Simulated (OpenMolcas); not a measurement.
N3+: effect of the active space

| Item | Value |
| --- | --- |
| Program | OpenMolcas 26.06 |
| Method | XMS-CASPT2 or its RAS form, IPEA 0.25 Eh, imaginary shift 0.1 Eh |
| Basis | ANO-RCC-VTZP |
| Scalar Hamiltonian | DKH2, point nucleus |
| Spin-orbit coupling | state interaction with AMFI integrals over the reference wave functions, term energies averaged over their components |

A. 2 electrons in 4 orbitals (2s 2p); 2S+1 = 3 even, 3 roots; 2S+1 = 1 even, 7 roots; 2S+1 = 3 odd, 3 roots; 2S+1 = 1 odd, 3 roots; closed shells correlated: 1s; CASPT2 step of the order of 1.9 core-seconds
B. 2 electrons in 8 orbitals (2s 2p 3s 3p); 2S+1 = 3 even, 3 roots; 2S+1 = 1 even, 7 roots; 2S+1 = 3 odd, 3 roots; 2S+1 = 1 odd, 3 roots; closed shells correlated: 1s; CASPT2 step of the order of 3 core-seconds
C. 2 electrons in 9 orbitals (RAS2 2s 2p; RAS3 3d, at most 2 electrons); 2S+1 = 3 even, 3 roots; 2S+1 = 1 even, 7 roots; 2S+1 = 3 odd, 3 roots; 2S+1 = 1 odd, 3 roots; closed shells correlated: 1s; CASPT2 step of the order of 6 core-seconds

Energies in eV above 2s2 1S0, the measured ground level; measured values from Moore, Selected Tables of Atomic Spectra, NSRDS-NBS 3, section 4.

| Level | A | B | C | Measured |
| --- | --- | --- | --- | --- |
| 2s2 1S0 | 0.0000 | 0.0000 | 0.0000 | 0.0000 |
| 2s 2p 3P* 0 | 8.349 | 8.332 | 8.335 | 8.3329 |
| 2s 2p 3P* 1 | 8.357 | 8.341 | 8.344 | 8.3407 |
| 2s 2p 3P* 2 | 8.375 | 8.358 | 8.361 | 8.3586 |
| 2s 2p 1P* 1 | 16.415 | 16.398 | 16.351 | 16.2040 |
| 2p2 3P0 | 21.822 | 21.805 | 21.809 | 21.7636 |
| 2p2 3P1 | 21.831 | 21.813 | 21.818 | 21.7726 |
| 2p2 3P2 | 21.848 | 21.830 | 21.835 | 21.7881 |
| 2p2 1D2 | 23.446 | 23.433 | 23.517 | 23.4184 |
| 2p2 1S0 | 29.461 | 29.424 | 29.456 | 29.1821 |

Deviations, from unrounded energies. A percentage is the sum of absolute deviations over the sum of measured energies, with the sign that they share, or ± where signs differ.

```json
{"Against measurement": "mean absolute deviation (cm-1)", "Levels": "9", "A": "670", "B": "520", "C": "600"}
{"Against measurement": "other configurations (%)", "Levels": "9", "A": "+0.5", "B": "±0.4", "C": "+0.4"}
```

B lies closest to measurement on these levels and A furthest from it. The largest miss of B in the table is 2p2 1S0, by +2000 cm-1. The ranking rests on the paired levels alone, and a cruder setting can come out closer through cancelling errors.

Among A to C the level of the table that moves most is 2p2 1D2, by 670 cm-1 (lowest in B, highest in C). Moves below CASPT2's spread within the term are not significant.

CASPT2 does not keep the components of a term degenerate, so their means are used; among the terms shown or strongly mixed into the levels shown the widest spread is 16 cm-1 (2p2 1D, A). Active for correlation alone: 3p 3s; no level in the range computed is led by a configuration that fills them, so any true level of that kind is missing (holds for B). Active for correlation alone: 3d; no level in the range computed is led by a configuration that fills it, so any true level of that kind is missing (holds for C). Measured partners are found by configuration, term and J. A level has none where our copy of the source lacks it or the pairing is in doubt (some pairs that miss far off the trend of their configuration count as doubtful), and it then counts in no deviation. Levels of configurations outside the active space are missing.

* marks odd parity.
